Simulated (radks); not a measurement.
Question: The mean radii <r> (bohr) of the occupied orbitals of an atom or ion are listed with their occupations. Method: scalar-relativistic Kohn-Sham, r2SCAN, spin-polarised, spherical densities, finite nucleus; meta-GGA in the generalised Kohn-Sham scheme; Fermi nuclear charge, rms radius of each element as measured or else 0.836 A^(1/3) + 0.57 fm; computed with a radial shooting solver on a logarithmic mesh with Libxc functionals.

| orbital | occ. | <r> |
|---|---|---|
| 1s down | 1 | 0.03040 |
| 1s up | 1 | 0.03040 |
| 2s up | 1 | 0.1316 |
| 2s down | 1 | 0.1316 |
| 2p up | 3 | 0.1149 |
| 2p down | 3 | 0.1149 |
| 3s up | 1 | 0.3575 |
| 3s down | 1 | 0.3575 |
| 3p up | 3 | 0.3565 |
| 3p down | 3 | 0.3565 |
| 3d up | 5 | 0.3346 |
| 3d down | 5 | 0.3347 |
| 4s up | 1 | 0.8788 |
| 4s down | 1 | 0.8784 |
| 4p up | 3 | 0.9543 |
| 4p down | 3 | 0.9542 |
| 4d up | 5 | 1.190 |
| 4d down | 4 | 1.195 |

Name the element and its charge. Open shells, if any, are filled with parallel spins first.

Answer: Z = 48, cadmium, charge +3: Cd3+ in [Kr] 4d9. The 1s radius gives Z: for a bare nucleus <r> = (2 gamma + 1)/(2Z) with gamma = sqrt(1 - (Z/c)^2), 0.02993 bohr for Z = 48, and screening makes it slightly larger (0.03040 here). The occupations add up to 45, and the charge is Z minus that.
